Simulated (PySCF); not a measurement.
Calculated NMR parameters of CC(C)(C)[C@@H]1CC[P@@H]1=O

| Item | Value |
| --- | --- |
| Formula | C7H15OP |
| SMILES | CC(C)(C)[C@@H]1CC[P@@H]1=O |
| Point group of the computed structure | C1 |
| Carbon signals | 5 |
| Proton signals | 7 |

Mapped SMILES: `[CH3:1][C:2]([CH3:3])([CH3:4])[C@@H:5]1[CH2:6][CH2:7][P@@H:8]1=[O:9]`. Each H is labelled by its parent atom. Ha(C6), Ha(C7) are cis to C2 on the ring; Hb(C6), Hb(C7) are trans to C2 on the ring.

PySCF calculation with coordinates at the GFN2-xTB level and shieldings: GIAO PBE0/pcSseg-1; fast rotation and ring inversion assumed for equivalent nuclei, a single conformation, isolated molecule, relativity neglected.

Scale: TMS for $^{1}$H, $^{13}$C; $^{31}$P vs H3PO4; $^{17}$O vs H2O (reference shieldings calculated alike).

```tsv
carbon	δC, type	δH (multiplicity)	HMBC from (2–3 bonds)	span of the C tensor (ppm)
C1/C3/C4	29.6, CH3	1.15 (s)	H(C5), H(C1)/H(C3)/H(C4)	47
C2	34.6, C	–	H(P8), Ha(C6), Hb(C6), H(C5), H(C1)/H(C3)/H(C4)	15
C5	64.3, CH	2.17 (m)	H(P8), Ha(C6), Hb(C6), Hb(C7), Ha(C7), H(C1)/H(C3)/H(C4)	60
C6	22.7, CH2	Hb(C6) 2.24 (m); Ha(C6) 2.57 (m)	H(P8), Hb(C7), Ha(C7), H(C5)	31
C7	33.1, CH2	Hb(C7) 2.22 (m); Ha(C7) 2.21 (m)	H(P8), Ha(C6), Hb(C6), H(C5)	49
```

Other nuclei:
```json
{"atoms": "H(P8)", "nucleus": "$^{1}$H", "environment": "hydrogen on a phosphorus bonded to 2 C, O, in a 4-membered ring", "δ (ppm)": "8.28", "σ (ppm)": "23.44"}
{"atoms": "P8", "nucleus": "$^{31}$P", "environment": "phosphorus bonded to 2 C, O, H, in a 4-membered ring", "δ (ppm)": "6.2", "σ (ppm)": "312.2"}
{"atoms": "O9", "nucleus": "$^{17}$O", "environment": "P=O oxygen", "δ (ppm)": "104.2", "σ (ppm)": "231.9"}
```

1. δC 64.3: sp3 CH bonded to P.
2. δC 34.6: quaternary sp3 carbon; a saturated carbon with 4 carbon neighbours and no heteroatom attached.
3. δC 29.6: methyl carbon; a saturated carbon with 1 carbon neighbour and no heteroatom attached.
4. δC 22.7: sp3 CH2 in a ring; a saturated carbon with 2 carbon neighbours and no heteroatom attached.
5. δH 1.15: hydrogen on a methyl carbon; far from electronegative atoms and π systems.

Splittings by $^{31}$P in the carbon and heteronuclear signals aren't shown, as no couplings were computed. Shifts are as computed. Against solution values, carbons near 30 ppm lie about +3 ppm off and those near 130 ppm about +5 ppm. Of 1211 compounds with measured shifts, 218 miss one by over three times the rms of a fit or turn the order of signals round; such compounds aren't used in these exercises. Experimental scales use liquid or dissolved standards, which lie at an offset from isolated H2O (liquid H2O: subtract about 36 ppm) and H3PO4. Multiplicities follow the n + 1 count of equivalent neighbours, as no J values were calculated; m marks all less simple cases, F and P coupling included.
